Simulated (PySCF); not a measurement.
## How methods differ on the excitation energy of Pd

Pd [Kr] 4d10 (1S) → Pd [Kr] 4d9 5p1 (high-spin determinant), as a difference of total energies. Computed with PySCF 2.14 in aug-cc-pVDZ-PP with ECP28MDF (5s5p4d2f, 54 functions), with scalar relativity through the core potential. Correlated levels: valence: 4s2 4p6 frozen. The calculations carry no spin-orbit coupling.

```csv
method,excitation energy (cm⁻¹)
UHF,23195
LDA,38268
PBE,35704
PBE0,34136
r2SCAN,33688
HSE06,33986
TPSSh,33932
B3LYP,34903
PBEsol,36391
MP2 (valence),38108
SCS-MP2 (valence),37064
```

The determinant of the upper state mixes LS terms, which raises its energy above the lowest term, most at the Hartree-Fock and MP2 levels.
